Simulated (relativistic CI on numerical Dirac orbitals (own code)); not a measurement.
Radial parameters of In XL

Method of calculation: Dirac-Coulomb-Breit CI, KLI orbitals optimised for each configuration, model QED, unscaled Slater integrals (own radial code, finite nucleus).

Slater integrals F^k, G^k are unscaled and averaged over j, outside the closed core 1s2; ζ comes from projecting the Hamiltonian with its Breit term on Σ l·s of the shell.

- 2s2 2p5 3s: ζ(2p) = 1.1646e+06, G^1(2p,3s) = 90157 cm⁻¹; <r>(2p) = 0.1085, <r^2>(2p) = 0.01429, <r>(3s) = 0.2989, <r^2>(3s) = 0.1017 (bohr units).
- 2s2 2p5 3p: ζ(2p) = 1.164e+06, F^2(2p,3p) = 236440, G^0(2p,3p) = 93480, G^2(2p,3p) = 103280, ζ(3p) = 305840 cm⁻¹; <r>(2p) = 0.1085, <r^2>(2p) = 0.01431, <r>(3p) = 0.288, <r^2>(3p) = 0.0957 (bohr units).
- 2s2 2p5 3d: ζ(2p) = 1.1651e+06, F^2(2p,3d) = 313650, G^1(2p,3d) = 297880, G^3(2p,3d) = 172380, ζ(3d) = 42121 cm⁻¹; <r>(2p) = 0.1086, <r^2>(2p) = 0.01431, <r>(3d) = 0.2517, <r^2>(3d) = 0.07281 (bohr units).

Averages of the first 10 configurations, taken without configuration mixing, which lowers the lowest level and can move excited configurations by several eV; other configurations of the list can lie among them:

```json
{"Configuration": "2s2 2p6", "Parity": "even", "States": "1", "Average energy above the lowest level (eV)": "0.1"}
{"Configuration": "2s2 2p5 3s", "Parity": "odd", "States": "12", "Average energy above the lowest level (eV)": "3459.7"}
{"Configuration": "2s2 2p5 3p", "Parity": "even", "States": "36", "Average energy above the lowest level (eV)": "3579.8"}
{"Configuration": "2s2 2p5 3d", "Parity": "odd", "States": "60", "Average energy above the lowest level (eV)": "3707.9"}
{"Configuration": "2s 2p6 3s", "Parity": "even", "States": "4", "Average energy above the lowest level (eV)": "3879.6"}
{"Configuration": "2s 2p6 3p", "Parity": "odd", "States": "12", "Average energy above the lowest level (eV)": "3996.7"}
{"Configuration": "2s 2p6 3d", "Parity": "even", "States": "20", "Average energy above the lowest level (eV)": "4124.6"}
{"Configuration": "2s2 2p5 4s", "Parity": "odd", "States": "12", "Average energy above the lowest level (eV)": "4702.2"}
{"Configuration": "2s2 2p5 4p", "Parity": "even", "States": "36", "Average energy above the lowest level (eV)": "4751.6"}
{"Configuration": "2s2 2p5 4d", "Parity": "odd", "States": "60", "Average energy above the lowest level (eV)": "4801.1"}
```
